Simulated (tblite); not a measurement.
Species: C5H7FN2S.
Z-matrix (Å and degrees, GFN2-xTB geometry), rows numbered from 1:
```
C 
N   1  1.4336
C   2  1.3468  1  128.03
C   3  1.3748  2  107.36  1  -178.02
C   4  1.4051  3  104.00  2     0.11
S   5  1.7528  4  126.29  3  -179.05
C   6  1.8139  5   99.80  4  -168.98
F   7  1.3613  6  111.83  5    85.03
N   5  1.3234  4  111.11  3    -0.18
H   1  1.0880  2  107.86  3  -169.53
H   1  1.0905  2  110.32  3   -49.80
H   1  1.0927  2  110.84  3    71.15
H   3  1.0712  2  121.73  1     2.02
H   4  1.0691  3  128.83  2  -179.82
H   7  1.0914  6  108.44  5   -34.16
H   7  1.0923  6  107.57  5  -156.70
```

Computed with GFN2-xTB (tblite): harmonic, unscaled wavenumbers at the GFN2-xTB geometry, gas phase. This tight-binding method is rough: wavenumbers can miss measured ones by several per cent, in bad cases by 10 to 20. One conformer, not necessarily the lowest.

Harmonic wavenumbers (cm⁻¹): 30.0, 43.1, 46.3, 158.3, 170.0, 255.2, 262.5, 348.8, 396.1, 465.8, 573.6, 631.9, 701.4, 707.6, 795.1, 805.4, 882.0, 954.1, 1000.5, 1016.4, 1050.2, 1069.4, 1100.5, 1134.5, 1194.8, 1242.4, 1346.8, 1370.2, 1374.1, 1385.3, 1396.1, 1443.9, 1453.6, 1468.6, 1516.0, 2968.7, 2973.2, 2983.2, 3003.9, 3048.5, 3173.3, 3201.7.

A = 2628, B = 899.2, C = 716.1 MHz; mass 146.031 u (most abundant isotopes); point group C1, symmetry number 1.

Problem. What is the zero-point energy?

Solution. ½Σν̃ = 25572 cm⁻¹ = 73.11 kcal/mol.

Problem. Entropy at 298.15 K, 1 bar (ideal gas, RRHO, classical rotation)?

Solution. Translation 40.87, rotation 29.63, vibration 30.00: S = 100.5 cal/(mol K).

Problem. And Cp and H(298.15 K) − H(0)?

Solution. Cp = 34.69 cal/(mol K), of which vibrations give 26.74 (their classical limit is 42 R = 83.5); H(298.15 K) − H(0) = 6.61 kcal/mol without the zero-point energy, 4.24 from vibrations.

Problem. What must be added to the electronic energy to get the Gibbs energy at 298.15 K and 1 bar?

Solution. ZPE + [H(298.15 K) − H(0)] − T·S = 73.11 + 6.61 − 29.97 = 49.75 kcal/mol.

Problem. How do the functions run with temperature in this model?

Solution. 
| T (K) | S (cal/(mol K)) | Cp (cal/(mol K)) | H − H(0) (kcal/mol) | G − H(0) (kcal/mol) | ln q(vib) |
| --- | --- | --- | --- | --- | --- |
| 150 | 81.5 | 22.3 | 2.40 | -9.82 | 4.21 |
| 250 | 94.8 | 30.5 | 5.04 | -18.66 | 6.78 |
| 400 | 111.9 | 43.3 | 10.59 | -34.18 | 10.35 |
| 600 | 132.1 | 56.4 | 20.64 | -58.64 | 14.90 |
| 900 | 157.5 | 68.4 | 39.53 | -102.22 | 21.25 |

q(vib) and H(0) count from the zero-point level.

Hindered rotation and anharmonicity are outside this model. Other conformers, if any are populated, would add a mixing term that is left out. The structure is chiral; the term R ln 2 for an equal mix with its mirror image is left out.
